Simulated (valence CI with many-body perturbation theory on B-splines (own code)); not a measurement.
**Energy levels of Tm LVII**

Method: valence CI with perturbative core correlation (CI+MBPT): three valence electrons over a frozen Dirac-Fock core [Ne], a basis of 11 s, 11 p, 10 d, 8 f, 5 g, 2 h functions for each j, with the one-electron correlation potential Σ1 (screened to all orders), the two-electron term Σ2, the three-electron term Σ3, Breit, model QED; selected single and double excitations, second order for the rest, scaled by the run's own slope (own B-spline code, finite nucleus).

The last digits are not significant, and no measured levels were compared; by estimate large intervals hold to a few tenths of a per cent, small ones and those within an open d or f shell to about a per cent.

Levels 46 to 90 of 157, with energies above the lowest level, (3s^2 3p1/2) J=1/2. "Leading %" is the weight of the configuration and term that name the level; weights of strongly mixed levels are sums over their largest components and can fall short. In the jj column 3d3/2^4 stands for four electrons in 3d with j = 3/2. Lifetimes count E1, E2, E3, M1 and M2 decay at the calculated energies, and are blank where another channel may lead or the interval is too uncertain; long ones can be off by a factor of two.

| No. | Configuration | Term | J | E (eV) | Leading % | Lifetime | Leading jj |
| --- | --- | --- | --- | --- | --- | --- | --- |
| 46 | 3p²3d | ²D | 3/2 | 1033.3 | 37 | 493 fs | 3p1/2 3p3/2 3d3/2 (86 %) |
| 47 | 3p²3d | ²D | 5/2 | 1034.4 | 29 | 556 fs | 3p1/2 3p3/2 3d3/2 (84 %) |
| 48 | 3p²3d | ⁴P | 1/2 | 1037.6 | 33 | 591 fs | 3p1/2 3p3/2 3d3/2 (87 %) |
| 49 | 3s3d² | ⁴F | 3/2 | 1061.6 | 77 | 438 fs | 3s 3d3/2^2 (85 %) |
| 50 | 3p²3d | ⁴D | 7/2 | 1063.6 | 47 | 1.11 ps | 3p1/2 3p3/2 3d5/2 (98 %) |
| 51 | 3p²3d | ²G | 9/2 | 1071.3 | 59 | 1.93 ps | 3p1/2 3p3/2 3d5/2 (92 %) |
| 52 | 3s3d² | ⁴F | 5/2 | 1072.2 | 44 | 481 fs | 3s 3d3/2^2 (65 %) |
| 53 | 3p²3d | ²P | 3/2 | 1074.4 | 50 | 1.03 ps | 3p1/2 3p3/2 3d5/2 (94 %) |
| 54 | 3p²3d | ²D | 5/2 | 1079.4 | 36 | 690 fs | 3p1/2 3p3/2 3d5/2 (74 %) |
| 55 | 3p²3d | ²F | 7/2 | 1089.8 | 49 | 1.40 ps | 3p1/2 3p3/2 3d5/2 (80 %) |
| 56 | 3s3d² | ⁴P | 1/2 | 1091.1 | 65 | 374 fs | 3s 3d3/2^2 (81 %) |
| 57 | 3p²3d | ⁴P | 5/2 | 1092.3 | 37 | 843 fs | 3p1/2 3p3/2 3d5/2 (90 %) |
| 58 | 3p²3d | ²P | 1/2 | 1101.8 | 44 | 1.16 ps | 3p1/2 3p3/2 3d5/2 (86 %) |
| 59 | 3p²3d | ²D | 3/2 | 1104.6 | 60 | 844 fs | 3p1/2 3p3/2 3d5/2 (92 %) |
| 60 | 3p³ | ²P° | 3/2 | 1109.1 | 50 | 308 fs | 3p3/2^3 (96 %) |
| 61 | 3s3d² | ⁴F | 7/2 | 1118.9 | 86 | 661 fs | 3s 3d3/2 3d5/2 (85 %) |
| 62 | 3s3d² | ⁴F | 5/2 | 1122.8 | 39 | 700 fs | 3s 3d3/2 3d5/2 (93 %) |
| 63 | 3s3d² | ⁴P | 3/2 | 1127.7 | 85 | 740 fs | 3s 3d3/2 3d5/2 (98 %) |
| 64 | 3s3d² | ²G | 9/2 | 1133.7 | 50 | 720 fs | 3s 3d3/2 3d5/2 (86 %) |
| 65 | 3s3d² | ²F | 5/2 | 1141.8 | 51 | 537 fs | 3s 3d3/2 3d5/2 (83 %) |
| 66 | 3s3d² | ²G | 7/2 | 1142.0 | 74 | 845 fs | 3s 3d3/2 3d5/2 (94 %) |
| 67 | 3s3d² | ²D | 3/2 | 1145.4 | 40 | 568 fs | 3s 3d3/2 3d5/2 (81 %) |
| 68 | 3s3d² | ²P | 1/2 | 1155.0 | 58 | 462 fs | 3s 3d3/2 3d5/2 (77 %) |
| 69 | 3s3d² | ⁴F | 9/2 | 1180.1 | 56 | 1.99 ps | 3s 3d5/2^2 (92 %) |
| 70 | 3p3d² | ⁴G° | 5/2 | 1191.3 | 54 | 3.00 ps | 3p1/2 3d3/2^2 (99 %) |
| 71 | 3s3d² | ²D | 5/2 | 1192.8 | 52 | 1.70 ps | 3s 3d5/2^2 (95 %) |
| 72 | 3s3d² | ²F | 7/2 | 1199.8 | 62 | 1.78 ps | 3s 3d5/2^2 (88 %) |
| 73 | 3s3d² | ²P | 3/2 | 1206.0 | 54 | 1.42 ps | 3s 3d5/2^2 (87 %) |
| 74 | 3s3d² | ²S | 1/2 | 1223.0 | 67 | 1.44 ps | 3s 3d5/2^2 (92 %) |
| 75 | 3p3d² | ²D° | 3/2 | 1229.6 | 40 | 477 fs | 3p1/2 3d3/2^2 (97 %) |
| 76 | 3p3d² | ⁴D° | 1/2 | 1229.8 | 42 | 866 fs | 3p1/2 3d3/2^2 (98 %) |
| 77 | 3p3d² | ⁴G° | 7/2 | 1258.3 | 59 | 4.78 ps | 3p1/2 3d3/2 3d5/2 (99 %) |
| 78 | 3p3d² | ²D° | 5/2 | 1262.1 | 25 | 3.32 ps | 3p1/2 3d3/2 3d5/2 (99 %) |
| 79 | 3p3d² | ⁴D° | 3/2 | 1268.6 | 42 | 3.20 ps | 3p1/2 3d3/2 3d5/2 (98 %) |
| 80 | 3p3d² | ⁴P° | 1/2 | 1271.0 | 49 | 3.31 ps | 3p1/2 3d3/2 3d5/2 (100 %) |
| 81 | 3p3d² | ²H° | 9/2 | 1273.2 | 50 | 4.69 ps | 3p1/2 3d3/2 3d5/2 (98 %) |
| 82 | 3p²3d | ²D | 3/2 | 1284.4 | 36 | 321 fs | 3p3/2^2 3d3/2 (98 %) |
| 83 | 3p²3d | ⁴D | 5/2 | 1291.2 | 25 | 333 fs | 3p3/2^2 3d3/2 (92 %) |
| 84 | 3p3d² | ⁴D° | 5/2 | 1292.9 | 29 | 659 fs | 3p1/2 3d3/2 3d5/2 (98 %) |
| 85 | 3p²3d | ⁴P | 1/2 | 1294.0 | 42 | 313 fs | 3p3/2^2 3d3/2 (94 %) |
| 86 | 3p²3d | ²F | 7/2 | 1296.0 | 48 | 348 fs | 3p3/2^2 3d3/2 (96 %) |
| 87 | 3p3d² | ²F° | 7/2 | 1297.7 | 43 | 773 fs | 3p1/2 3d3/2 3d5/2 (96 %) |
| 88 | 3p3d² | ²P° | 3/2 | 1302.6 | 30 | 603 fs | 3p1/2 3d3/2 3d5/2 (98 %) |
| 89 | 3p²3d | ²D | 3/2 | 1312.8 | 67 | 340 fs | 3p3/2^2 3d3/2 (96 %) |
| 90 | 3p²3d | ⁴F | 9/2 | 1332.0 | 61 | 529 fs | 3p3/2^2 3d5/2 (99 %) |
